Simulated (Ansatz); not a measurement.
Correlation energies of C2H5ClOSi (`O[SiH2]/C=C/Cl`) by basis set

Cartesian coordinates in Å:
```
O -1.784 0.758 -0.006
Si -0.262 1.068 0.547
C 0.894 -0.316 0.106
C 0.440 -1.429 -0.451
Cl 1.434 -2.765 -0.898
H -1.977 0.975 -0.918
H 0.270 2.335 -0.028
H -0.369 1.204 2.019
H 1.960 -0.227 0.303
H -0.606 -1.603 -0.674
```

The species carries charge 0 and has multiplicity 1. The structure was optimised at the PBE0-D4/def2-TZVP level. It is one conformer, not always the lowest. Frozen core, restricted reference, Ansatz. CBS rows extrapolate triple and quadruple zeta; past MP2 they add the triple-zeta difference.

| basis | HF (Eh) | MP2 corr. |
| --- | --- | --- |
| def2-TZVPP | -902.06106 | -0.87157 |
| def2-QZVPP | -902.09017 | -0.94091 |

(1) Estimate the CCSD correlation energy and the (T) correction in each basis where they were run (hartree).

Results:

(1) 
```csv
basis,CCSD corr.,(T)
def2-TZVPP,-0.91678,-0.03897
CBS(def2),-1.03747,as TZ
```
